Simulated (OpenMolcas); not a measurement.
## Multiconfigurational calculation on Sr+

Input:

```
&GATEWAY
Coord
1

Sr 0.0 0.0 0.0
Basis=ANO-RCC-VTZP
Group=XYZ
NoMove
AngMom=0.0 0.0 0.0
AMFI
&SEWARD
* reference wave functions (RASSCF and RASSI steps not shown): 1 electron in 9 orbitals (4d 5s 5p)
>>> COPY JOB001 $Project.JobIph
&CASPT2
Multistate=6 1 2 3 4 5 6
Frozen=8 6
IPEA=0.25
Imaginary=0.1
MaxIter=60
WThr=0.0 0.3 0.05
PrWF=0.5
NoMix
>>> COPY JOB002 $Project.JobIph
&CASPT2
Multistate=3 1 2 3
Frozen=8 6
IPEA=0.25
Imaginary=0.1
MaxIter=60
WThr=0.0 0.3 0.05
PrWF=0.5
NoMix
```

Launched by
```bash
OMP_NUM_THREADS=1 MOLCAS_MEM=1689 MOLCAS_PROJECT=a pymolcas a.inp > a.log  # once for each step of the input, in one work folder
```

Output, cut to the results:

```
--- CASPT2 ---
Orbital specifications:
      -----------------------

      Symmetry species                           1   2
                                                ag  au
      Frozen orbitals                            8   6
      Inactive orbitals                          1   3
      Active orbitals                            6   3
      Secondary orbitals                         7  13
      Deleted orbitals                           0   0
      Number of basis functions                 22  25
Type of calculation                        MS-CASPT2
      Fock operator                              state-specific
      IPEA shift                                 0.25
      Real shift                                 0.00
      Imaginary shift                            0.10
      The input orbitals will be transformed to quasi-canonical
Reference energy:       -3176.8651342084
      E2 (Non-variational):      -0.1884114433
      Shift correction:          -0.0001740742
      E2 (Variational):          -0.1885855176
      Total energy:           -3177.0537197260
      Residual norm:              0.0000001402
      Reference weight:           0.94943
      Contributions to the CASPT2 correlation energy
      Active & Virtual Only:          0.0000000022
      One Inactive Excited:          -0.0184231351
      Two Inactive Excited:          -0.1699883105
Reference energy:       -3176.7906611564
      E2 (Non-variational):      -0.1844843349
      Shift correction:          -0.0001507147
      E2 (Variational):          -0.1846350496
      Total energy:           -3176.9752962061
      Residual norm:              0.0000003502
      Reference weight:           0.95267
      Contributions to the CASPT2 correlation energy
      Active & Virtual Only:          0.0000000001
      One Inactive Excited:          -0.0225203827
      Two Inactive Excited:          -0.1619639522
::    CASPT2 Root  1     Total energy:  -3177.05371973
::    CASPT2 Root  2     Total energy:  -3176.97529621
::    CASPT2 Root  3     Total energy:  -3176.97530293
::    CASPT2 Root  4     Total energy:  -3176.97535230
::    CASPT2 Root  5     Total energy:  -3176.97473313
::    CASPT2 Root  6     Total energy:  -3176.97534362
::    MS-CASPT2 Root  1     Total energy:  -3177.05371975
::    MS-CASPT2 Root  2     Total energy:  -3176.97535262
::    MS-CASPT2 Root  3     Total energy:  -3176.97534361
::    MS-CASPT2 Root  4     Total energy:  -3176.97530266
::    MS-CASPT2 Root  5     Total energy:  -3176.97529617
::    MS-CASPT2 Root  6     Total energy:  -3176.97473311
--- CASPT2 ---
Orbital specifications:
      -----------------------

      Symmetry species                           1   2
                                                ag  au
      Frozen orbitals                            8   6
      Inactive orbitals                          1   3
      Active orbitals                            6   3
      Secondary orbitals                         7  13
      Deleted orbitals                           0   0
      Number of basis functions                 22  25
Type of calculation                        MS-CASPT2
      Fock operator                              state-specific
      IPEA shift                                 0.25
      Real shift                                 0.00
      Imaginary shift                            0.10
      The input orbitals will be transformed to quasi-canonical
Reference energy:       -3176.7650641804
      E2 (Non-variational):      -0.1790130198
      Shift correction:          -0.0001531043
      E2 (Variational):          -0.1791661242
      Total energy:           -3176.9442303046
      Residual norm:              0.0000000346
      Reference weight:           0.95316
      Contributions to the CASPT2 correlation energy
      Active & Virtual Only:          0.0000000000
      One Inactive Excited:          -0.0089664127
      Two Inactive Excited:          -0.1700466071
Reference energy:       -3176.7650641804
      E2 (Non-variational):      -0.1790130198
      Shift correction:          -0.0001531043
      E2 (Variational):          -0.1791661242
      Total energy:           -3176.9442303045
      Residual norm:              0.0000000346
      Reference weight:           0.95316
      Contributions to the CASPT2 correlation energy
      Active & Virtual Only:          0.0000000000
      One Inactive Excited:          -0.0089664127
      Two Inactive Excited:          -0.1700466071
::    CASPT2 Root  1     Total energy:  -3176.94423030
::    CASPT2 Root  2     Total energy:  -3176.94423030
::    CASPT2 Root  3     Total energy:  -3176.94423030
::    MS-CASPT2 Root  1     Total energy:  -3176.94423030
::    MS-CASPT2 Root  2     Total energy:  -3176.94423030
::    MS-CASPT2 Root  3     Total energy:  -3176.94423030
```

Levels above the lowest, from the spin-orbit matrix with the single-state CASPT2 energies, averaged by term, on its diagonal:

```
Configuration  Term    J  E (cm⁻¹)  Measured (cm⁻¹)  Term weight %
           5s    ²S  1/2       0.0              0.0            100
           4d    ²D  3/2     17070            14556            100
           4d    ²D  5/2     17340            14836            100
           5p   ²P°  1/2     23680            23715            100
           5p   ²P°  3/2     24210            24517            100
```

Against the 4 measured excited levels shown (NIST Handbook of Basic Atomic Spectroscopic Data) the mean absolute deviation is 1300 cm-1; the largest miss in energy is 4d ²D_3/2: computed 17070, measured 14556 cm⁻¹ (+17.3 %).

CASPT2 breaks the degeneracy within a term, and the mean is taken; among the terms shown or strongly mixed into the levels shown the widest spread is 140 cm-1 (4d ²D). ANO sets are built for ground and valence states and can reach diffuse excited orbitals poorly. With one active electron, CASPT2 adds the correlation within the correlated inactive shells and between them and that electron, and leaves the splitting within a term as the reference gives it. Measured partners are found by configuration, term and J. A level has none where our copy of the source lacks it or the pairing is in doubt (some pairs that miss far off the trend of their configuration count as doubtful), and it then counts in no deviation. Levels of configurations outside the active space are missing.

The term weight is that of the spin-free term in the level, not the purity of its configuration. ° marks odd parity.
